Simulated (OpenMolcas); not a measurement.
## Pr²⁺: the spin-orbit constant, worked from levels

```yaml
Program: OpenMolcas
Basis: ANO-RCC-VTZP [8s7p5d3f2g1h]
Scalar_Hamiltonian: DKH2, point nucleus
Active_space: 3 electrons in 7 orbitals (4f)
State_averaging: 2S+1 = 4 odd, 35 roots; 2S+1 = 2 odd, 112 roots (105 in the spin-orbit step)
Spin-orbit_coupling: state interaction with AMFI integrals over the reference wave functions, term energies averaged over their components
```

Methods: CASSCF; MS-CASPT2, IPEA 0.25 Eh, imaginary shift 0.1 Eh (closed shells correlated: 5s 5p). Measured levels: Martin, Zalubas and Hagan, Atomic Energy Levels: The Rare-Earth Elements, NSRDS-NBS 60 (1978); the list in Maison, Palmeri and Quinet, J. Phys. B 58, 015001 (2025).

**The spin-orbit constant.** For the Hund term ⁴I° of f3, E(J) = (A/2) J(J+1) + constant and ζ = 2S·A = 3A. From J = 9/2 to J = 15/2 the energy changes by 19.5 A.

```json
{"Source": "CASSCF", "E(15/2) - E(9/2)": "4789.5", "A": "245.6", "ζ": "737"}
{"Source": "MS-CASPT2", "E(15/2) - E(9/2)": "4838.7", "A": "248.1", "ζ": "744"}
{"Source": "measured", "E(15/2) - E(9/2)": "4453.8", "A": "228.4", "ζ": "685"}
```

All in cm-1. MS-CASPT2 is off by +8.6 % and CASSCF by +7.5 %. Both methods take the spin-orbit matrix elements from the reference wave functions, so the second can move ζ only through the term energies and any multistate remixing. Second-order mixing with other terms is absorbed into this ζ.

CASPT2 breaks the degeneracy within a term, and the mean is taken; among the terms shown or strongly mixed into the levels shown the widest spread is 1200 cm-1 (4f³ ⁴I°, MS-CASPT2). High states are left out of the spin-orbit mixing, which shifts the levels that they would mix with. Without dynamic correlation excited terms often stand tens of per cent too high (terms of higher spin than the ground term too low), and those without a measured partner can miss by more than the paired ones (holds for CASSCF). Blocks of more than 70 roots (2S+1 = 2 odd) ran without multistate coupling (holds for MS-CASPT2). Measured partners are found by configuration, term and J. A level has none where our copy of the source lacks it or the pairing is in doubt (some pairs that miss far off the trend of their configuration count as doubtful), and it then counts in no deviation. Levels of configurations outside the active space are missing.

° marks odd parity.
